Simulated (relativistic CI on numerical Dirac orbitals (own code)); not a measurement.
One change at a time: Cd XX

Base calculation: Dirac-Coulomb-Breit CI, KLI orbitals optimised for each configuration, model QED, unscaled Slater integrals.

CI space (outside the closed core [Ar]): 3d¹⁰4s, 3d¹⁰4p, 3d¹⁰4d, 3d¹⁰4f, 3d¹⁰5s, 3d¹⁰5p, 3d¹⁰5d, 3d¹⁰5f, 3d¹⁰5g, 3d¹⁰6s, 3d¹⁰6p, 3d⁹4s², 3d¹⁰6d, 3d¹⁰6f, 3d¹⁰7s, 3d⁹4s4p, 3d¹⁰8s, 3d⁹4s4d, 3d⁹4s4f, 3d⁹4s5s, 3d⁹4s5p, 3d⁹4s5d, 3d⁹4s5f. Double excitations out of closed p, d and f shells are left out; levels of such configurations are missing from the list, as are those of other unlisted configurations, and high levels can miss mixing partners.

Variants: (1) valence Slater integrals scaled by 0.9; (2) Breit term removed; (3) non-relativistic limit. Shifts of the energy above 3d¹⁰4s ²S1/2, in cm⁻¹, for the lowest level and the first level of each name with at least 55 % of one term (blank where a level changes its place among those of its configuration and J or its character, or is not in the variant):

```csv
Level,Base,Δ(1),Δ(2),Δ(3)
3d¹⁰4s ²S1/2,0,0,0,0
3d¹⁰4p ²P°1/2,328652,+278,-1128,-16612
3d¹⁰4p ²P°3/2,402121,+275,-19,-90081
3d¹⁰4d ²D3/2,941898,+6,+913,-96814
3d¹⁰4d ²D5/2,955478,+6,+1420,-110394
3d¹⁰4f ²F°5/2,1516254,+13,+1813,-106466
3d¹⁰4f ²F°7/2,1517309,+14,+2044,-107521
3d¹⁰5s ²S1/2,1879584,+83,+1122,-58414
3d¹⁰5p ²P°1/2,2029768,+43,+603,-64934
3d¹⁰5p ²P°3/2,2061936,+49,+1086,-97102
3d¹⁰5d ²D3/2,2305438,+1,+1463,-100063
3d¹⁰5d ²D5/2,2311683,+1,+1717,-106307
3d¹⁰5f ²F°5/2,2555546,+4,+1876,-105047
3d¹⁰5f ²F°7/2,2556351,+4,+2003,-105852
```

At this charge energies of transitions that change n are usually good to better than 1 %, and those within a shell (Δn = 0) to a few per cent.

Ionisation energy from the two ground configurations alone: base 544.778 eV; Breit term removed 545.027 eV. The NIST ASD value (semi-empirical) is 546.19 eV.

LS names give the leading component of a level, which can be under half, so a name can repeat, a term be missing and a line seem to break the LS rules.
